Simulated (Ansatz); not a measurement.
Frontier orbitals of F$_{2}$H$_{4}$N$_{2}$Si, SMILES `N[Si](N)(F)F`.

Total charge 0; spin multiplicity 1. Geometry: relaxed with PBE0-D4/def2-TZVP. It is one conformer, not always the lowest. Basis def2-TZVPP, Ansatz 0.2.0.

```json
{"functional": "PBE", "HOMO (eV)": "-6.58", "LUMO (eV)": "-0.14", "gap (eV)": "6.44"}
{"functional": "PBE0", "HOMO (eV)": "-8.12", "LUMO (eV)": "0.70", "gap (eV)": "8.82"}
{"functional": "B3LYP", "HOMO (eV)": "-7.86", "LUMO (eV)": "0.32", "gap (eV)": "8.18"}
{"functional": "ωB97M-V", "HOMO (eV)": "-10.55", "LUMO (eV)": "2.11", "gap (eV)": "12.66"}
```

A quarter of exact exchange (PBE0) shifts PBE's HOMO by −1.55 eV and its LUMO by +0.84 eV; full exchange at long range (ωB97M-V) shifts them by −3.98 and +2.24 eV. The gap opens from 6.44 to 12.66 eV, since occupied levels lose self-interaction and empty ones feel all the electrons. A positive LUMO is unbound and depends on the basis.

B3LYP here is the variant with VWN-RPA as its local correlation; programs differ in this.
